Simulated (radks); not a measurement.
Effect of the nuclear size on the copper ion Cu2+, [Ar] 3d9. Calculated with a radial shooting solver on a logarithmic mesh with Libxc functionals: Dirac Kohn-Sham, exchange-only LDA, spin-unpolarised, spherical densities, finite nucleus; open shells fill j = l - 1/2 first; Fermi nuclear charge, rms radius 3.8823 fm. The rms radius is varied about that value; shifts are against it.

rms radius (fm)  total energy shift (eV)  density at nucleus (e/bohr^3)  1s1/2 shift (meV)  2s1/2 shift (meV)  3s1/2 shift (meV)
3.1253                           -0.0687                      2.232e+04              -29.3              -2.77             -0.418
3.5717                           -0.0299                      2.217e+04              -12.7              -1.20             -0.182
3.8823                                 0                      2.207e+04              0.000              0.000              0.000
4.1424                            0.0268                        2.2e+04               11.4               1.08              0.163
4.6471                            0.0836                      2.186e+04               35.6               3.37              0.508

Slopes of the eigenvalues against <r^2> in GHz/fm^2, as finite differences over the two radii next to the reference (eigenvalue slopes, not the field-shift constants of lines): 1s1/2 1330, 2s1/2 126, 3s1/2 18.9.
